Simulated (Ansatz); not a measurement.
One geometry of Sn(tBu)Me3 (C₇H₁₈Sn), several levels of theory.

```yaml
crystal:
  periodic: [false, false, false]
  atoms:
    - {symbol: Sn, position_ang: [0.003466, 0.001891, -1.005609]}
    - {symbol: C, position_ang: [-0.004098, -0.003177, 1.213531]}
    - {symbol: C, position_ang: [-1.450013, 0.168343, 1.694895]}
    - {symbol: C, position_ang: [0.865585, 1.160501, 1.704762]}
    - {symbol: C, position_ang: [0.567177, -1.340959, 1.699071]}
    - {symbol: H, position_ang: [-1.496269, 0.167976, 2.809682]}
    - {symbol: H, position_ang: [-1.894130, 1.126449, 1.351812]}
    - {symbol: H, position_ang: [-2.108997, -0.653648, 1.343387]}
    - {symbol: H, position_ang: [0.485262, 2.144172, 1.356544]}
    - {symbol: H, position_ang: [1.918907, 1.067348, 1.366064]}
    - {symbol: H, position_ang: [0.883206, 1.195115, 2.819827]}
    - {symbol: H, position_ang: [1.610756, -1.500788, 1.354256]}
    - {symbol: H, position_ang: [-0.038333, -2.204765, 1.352530]}
    - {symbol: H, position_ang: [0.583555, -1.380377, 2.813998]}
    - {symbol: C, position_ang: [2.062525, -0.001623, -1.720431]}
    - {symbol: H, position_ang: [2.083499, -0.059202, -2.826344]}
    - {symbol: H, position_ang: [2.610083, -0.872777, -1.310339]}
    - {symbol: H, position_ang: [2.580102, 0.924919, -1.403870]}
    - {symbol: C, position_ang: [-1.017715, 1.788036, -1.725283]}
    - {symbol: H, position_ang: [-0.551853, 2.696241, -1.295100]}
    - {symbol: H, position_ang: [-2.085536, 1.763475, -1.432500]}
    - {symbol: H, position_ang: [-0.954108, 1.847014, -2.829474]}
    - {symbol: C, position_ang: [-1.027253, -1.774354, -1.736006]}
    - {symbol: H, position_ang: [-2.060521, -1.809461, -1.338473]}
    - {symbol: H, position_ang: [-0.491199, -2.688572, -1.414373]}
    - {symbol: H, position_ang: [-1.074096, -1.761757, -2.842547]}
basis:
  gaussian: {orbitals: def2-SVP, initial_orbitals: start.molden}
hamiltonian: {xc: pbe, dispersion: d4}
scf: {omitted_lower_state_checks: [starts]}
output: {orbitals: {seedname: orbitals}}
```

The file start.molden holds the orbitals of an earlier run on this structure, at another level or in another basis.

```sh
$ ansatz run in.yaml --threads 2 --pin off --events-out ev --progress --plain --max-ram 32768MiB --backend cuda --devices 0, --max-vram 18GiB
```

It prints (some lines left out):

```
Functional definition: PBE
  name "PBE"
  cite "Perdew, Burke & Ernzerhof, Phys. Rev. Lett. 77, 3865 (1996) doi:10.1103/PhysRevLett.77.3865"
  parent pbe
  parameter kappa = 0.804
  parameter beta = 0.06672455060314922
  exchange = pbe_x(kappa = kappa, mu = beta*pi^2/3)
  correlation = pbe_c(beta = beta)
these checks for a lower state are left out or cut short: starts
2441 factors; their error is unknown
mean field evaluation 1: about -13367.3063 eV, gradient 2.4e1 eV
mean field evaluation 2: about -13367.7080 eV, gradient 5.0e-1 eV
mean field evaluation 4: about -13367.6228 eV, gradient 1.2e-3 eV
mean field -13367.62282182 eV, -491.2510778018 hartree, gradient 6.3e-6 eV, S^2 0.000000; 0 other end points of the search recorded, 0 dependent functions left out
reference -13367.62286909 eV, -491.2510795390 hartree; 41, 41 occupied and 173, 173 virtual orbitals, 2441 factors
Total energy: -13368.29433812 eV, -491.2757555705 hartree
Checks for a lower state left out: starts
```

Hardware: 2 threads of AMD EPYC 7R13 on a shared host and a share (18 GiB) of an NVIDIA H100 80GB HBM3. Wall time 9 s, peak host memory 0.85 GiB.

As the first input, with `gaussian: {orbitals: def2-TZVP, initial_orbitals: start.molden}`, `hamiltonian: {xc: {name: B3LYP}, dispersion: d4}` (abridged; 7.5 s):

```
Functional definition: B3LYP
mean field -13389.86555550 eV, -492.0684831879 hartree, gradient 1.6e-5 eV, S^2 0.000000
Total energy: -13390.92575108 eV, -492.1074446567 hartree
Checks for a lower state left out: starts
```

As the first input, with `gaussian: {orbitals: def2-TZVP, initial_orbitals: start.molden}`, `correlation: {method: ccsd_t}` and without the key `hamiltonian` (abridged; 29 s):

```
Functional definition: HF
mean field -13306.02415668 eV, -488.9873686110 hartree, gradient 2.0e-6 eV, S^2 0.000000
11 core orbitals not correlated: weight in the atoms' cores, before any rotation towards them, 1.000 or more for the frozen orbitals, at most 0.000 for the correlated occupied ones
second order -42.21424953 eV of doubles, -0.00000000 eV of singles
cycle   1  -43.24978931 eV  change    -1.0e0 eV  update   1.4e-1
cycle   2  -44.33819887 eV  change    -1.1e0 eV  update   3.7e-2
cycle   3  -44.50952945 eV  change   -1.7e-1 eV  update   1.6e-2
cycle   4  -44.50397185 eV  change    5.6e-3 eV  update   3.7e-3
cycle   5  -44.50464801 eV  change   -6.8e-4 eV  update   1.4e-3
cycle   6  -44.50473594 eV  change   -8.8e-5 eV  update   4.0e-4
cycle   7  -44.50455465 eV  change    1.8e-4 eV  update   1.4e-4
cycle   8  -44.50458929 eV  change   -3.5e-5 eV  update   4.7e-5
perturbative correction -1.71592586 eV, -0.0630591123 hartree
Total energy: -13352.24467184 eV, -490.6859412135 hartree
Checks for a lower state left out: starts
```

As the first input, with `gaussian: {orbitals: def2-TZVP, initial_orbitals: start.molden}`, `hamiltonian: {xc: {name: BHLYP}, dispersion: d4}` (abridged; 8.5 s):

```
Functional definition: BHLYP
mean field -13380.25160942 eV, -491.7151771858 hartree, gradient 1.7e-5 eV, S^2 0.000000
Total energy: -13381.08845783 eV, -491.7459307979 hartree
Checks for a lower state left out: starts
```

First input, but with `hamiltonian: {xc: pbe0, dispersion: d4}` (abridged; 9 s):

```
Functional definition: PBE0
mean field -13369.74225708 eV, -491.3289656108 hartree, gradient 4.8e-6 eV, S^2 0.000000
Total energy: -13370.32519661 eV, -491.3503882434 hartree
Checks for a lower state left out: starts
```

Geometry: PBE-D4/def2-SVP.

In the def2 sets Sn takes a core potential; there is no spin–orbit coupling. B3LYP takes the VWN-RPA correlation. Correlated methods freeze 11 core orbitals; core or outer-core shells of Sn are correlated, in sets that lack core-valence functions.
